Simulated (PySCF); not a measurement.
Adding and removing an electron: CdSb

PBE; PySCF, scalar-relativistic core potentials, basis sets Cd def2-SVP with ECP28, Sb def2-SVP with ECP28. Neutral (UKS): quartet (σ ↑, π ↑↑), Re = 3.055 Å, ωe = 83.6 cm⁻¹, De = 0.26 eV, HOMO -4.42 eV, LUMO -3.59 eV.

CdSb⁺ (UKS): triplet (π ↑↑), Re = 2.803 Å, ωe = 144 cm⁻¹, De = 2.27 eV to Cd + Sb⁺. The energies at the minima are -407.95763 hartree for CdSb and -407.70213 for CdSb⁺.

**Question.** Work out the adiabatic ionisation energy, without and with harmonic zero-point energies (1 hartree = 27.2114 eV, 1 eV = 8065.5 cm⁻¹), and the change of the bond length.

**Answer.** At PBE: 0.25550 hartree = 6.953 eV between the minima; the zero-point term (144.0 − 83.6)/2 cm⁻¹ = +0.004 eV makes it 6.956 eV. Re changes by -25.2 pm against the neutral. The electron leaves a σ orbital, and the shorter bond of the ion fits an antibonding orbital, or a change in how ionic the bond is.

Weak bonds: CdSb. Basis-set superposition, not corrected here, can be much of De in a small basis, most of all at correlated wavefunction levels. These are scalar-relativistic numbers at best; spin–orbit coupling would shift them, the dissociation energy most. For an ion De counts to the pair picked by the measured ionisation energies or electron affinities, which need not be the lowest pair at this level. States were picked by a PBE0 search and need not be the measured ground states.
